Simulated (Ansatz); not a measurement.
A search over several starts for the lowest SCF solution of Sn(NCS)H3 (CH3NSSn) at the given spin, in a small basis.

```yaml
crystal:
  periodic: [false, false, false]
  atoms:
    - {symbol: Sn, position_ang: [-0.002236, -0.002465, -1.246872]}
    - {symbol: N, position_ang: [-0.005894, 0.015660, 0.787521]}
    - {symbol: C, position_ang: [0.001832, 0.007340, 1.979438]}
    - {symbol: S, position_ang: [0.010998, -0.001986, 3.563264]}
    - {symbol: H, position_ang: [1.643006, -0.002332, -1.691979]}
    - {symbol: H, position_ang: [-0.826973, 1.415996, -1.707628]}
    - {symbol: H, position_ang: [-0.820734, -1.432213, -1.683734]}
basis:
  gaussian: {orbitals: def2-SVP, initial_orbitals: start.molden}
hamiltonian: {xc: pbe0, dispersion: d4}
output: {orbitals: {seedname: orbitals}}
```

The file start.molden holds the orbitals of an earlier run on this structure, at another level or in another basis.

```sh
$ ansatz run in.yaml --threads 4 --pin off --events-out ev --progress --plain --max-ram 3916MiB
```

It prints (some lines left out):

```
Functional definition: PBE0
943 factors; integrals over basis functions are off by at most 1.1e-3 eV
mean field evaluation 1: about -19229.9153 eV, gradient 5.3e-1 eV
mean field evaluation 2: about -19230.0174 eV, gradient 2.4e-4 eV
mean field evaluation 4: about -19230.0174 eV, gradient 1.8e-5 eV
mean field evaluation 8: about -19229.8527 eV, gradient 5.2e0 eV
mean field evaluation 16: about -19230.0174 eV, gradient 3.7e-3 eV
mean field -19230.01737170 eV, -706.6901038359 hartree, gradient 1.8e-5 eV, S^2 0.000000; 1 other end points of the search recorded, 0 dependent functions left out
reference -19230.01740058 eV, -706.6901048974 hartree; 27, 27 occupied and 60, 60 virtual orbitals, 943 factors
Total energy: -19230.15554058 eV, -706.6951814487 hartree
```

Run time 2 s (4 threads of Intel Xeon on a shared host).

In the def2 sets Sn takes a core potential; there is no spin–orbit coupling.
